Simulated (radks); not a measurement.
Results of a calculation; reference values are marked as such.
Question: Coherent X-ray form factor from a spherical all-electron density. Code: a radial shooting solver on a logarithmic mesh with Libxc functionals. Model: scalar-relativistic Kohn-Sham, BLYP, spin-polarised, spherical densities, point nucleus.

sin(theta)/lambda (1/angstrom),f0 (electrons)
0.05,6.865
0.1,6.485
0.15,5.929
0.2,5.284
0.25,4.627
0.3,4.015
0.4,3.028
0.5,2.373
0.6,1.972
0.8,1.574
1,1.376
1.25,1.182
1.5,0.997
2,0.674

The species is in the configuration that NIST lists as its ground one. Which atom or ion scatters so?

Answer: The oxygen ion O+, [He] 2s2 2p3. Extrapolating in s^2 from the first two rows gives f0(0) = 7.0, near the electron count 7; among species with that count, the fall with angle is slower the higher Z, and the table is that of Z = 8; from so few rows the species is fixed only to a neighbour or two.
